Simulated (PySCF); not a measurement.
Compound: CH10O2Si4.
SMILES with atom numbers: `[O:1]=[CH:2][O:3][SiH2:4][SiH2:5][SiH2:6][SiH3:7]` (hydrogens: H8 on C2; H9, H10 on Si4; H11, H12 on Si5; H13, H14 on Si6; H15, H16, H17 on Si7)

Structure used (PBE0-D3(BJ)/def2-SVP), in Å, numbered top down from 1:
```
atom  x, y, z in Å
O1    -1.3839    0.1919   -1.3797
C2    -2.1362    0.8798   -0.7396
O3    -2.1712    0.9694    0.5759
Si4   -1.1387    0.0936    1.6599
Si5   -0.1106   -1.7279    0.6066
Si6    1.3924   -1.0415   -1.0591
Si7    1.8468    1.2588   -0.9072
H8    -2.9063    1.5303   -1.2036
H9    -2.0567   -0.2930    2.7678
H10   -0.1524    1.0862    2.1761
H11   -1.1794   -2.6161    0.0541
H12    0.5898   -2.4794    1.7016
H13    0.8346   -1.3796   -2.4012
H14    2.6841   -1.7848   -0.8906
H15    3.0661    1.4810   -0.0682
H16    0.7165    2.0005   -0.2678
H17    2.0890    1.8433   -2.2618
```

The calculation used TDDFT B3LYP/def2-SVPD, vertical, gas phase, core orbitals frozen in the response (PySCF).

Frontier orbitals with the atoms that hold most of them (Löwdin shares over 4%, at most four atoms; ? is withheld):

| orbital | ε (eV) | atoms |
| --- | --- | --- |
| HOMO-3 | -8.96 | O1 23%, O3 13%, Si5 12%, Si4 9% |
| HOMO-2 | -8.36 | O1 45%, Si5 9%, C2 8%, Si6 7% |
| HOMO-1 | -7.94 | ? |
| HOMO | -7.73 | Si6 32%, Si5 24%, Si7 19%, H17 4% |
| LUMO | -0.95 | ? |
| LUMO+1 | -0.75 | Si5 21%, Si4 20%, Si6 12%, Si7 10% |
| LUMO+2 | -0.52 | Si4 20%, Si5 18%, Si6 17%, Si7 10% |

Give the leading atoms of the HOMO-1.

Si5 (bonded to 2 Si and 2 H) 21%; Si4 (bonded to O, Si and 2 H) 20%; Si6 (bonded to 2 Si and 2 H) 17%; Si7 (bonded to Si and 3 H) 9%.

Give the leading atoms of the LUMO.

C2 (bonded to 2 O and H) 39%; O1 (bonded to C) 27%; O3 (bonded to C and Si) 15%; H8 (bonded to C) 7%. By element: oxygen 42%, carbon 39%, hydrogen 7% or more.

The HOMO–LUMO gap is 6.78 eV. Where does the response calculation put the lowest singlet, and from which orbitals?

S1 is at 5.68 eV (f = 0.0015), 1.10 eV below the gap, made of HOMO-2→LUMO (66%), HOMO→LUMO (20%), HOMO-3→LUMO (10%). Its leading pair isn't HOMO and LUMO; the energies of that pair differ by 7.41 eV. Without the coupling terms of the response equations the lowest excitation would equal the gap.

Next come S2 at 6.04 eV (f 0.0014), HOMO→LUMO (57%), HOMO-1→LUMO (21%), HOMO-2→LUMO (15%); S3 at 6.09 eV (f 0.020), HOMO→LUMO+1 (69%), HOMO-1→LUMO (20%); S4 at 6.16 eV (f 0.018), HOMO-1→LUMO (56%), HOMO→LUMO (22%), HOMO→LUMO+1 (12%); S5 at 6.30 eV (f 0.014), HOMO-1→LUMO+1 (81%).

Löwdin shares depend on the basis, the more so with diffuse functions.

One conformer stands for the species.
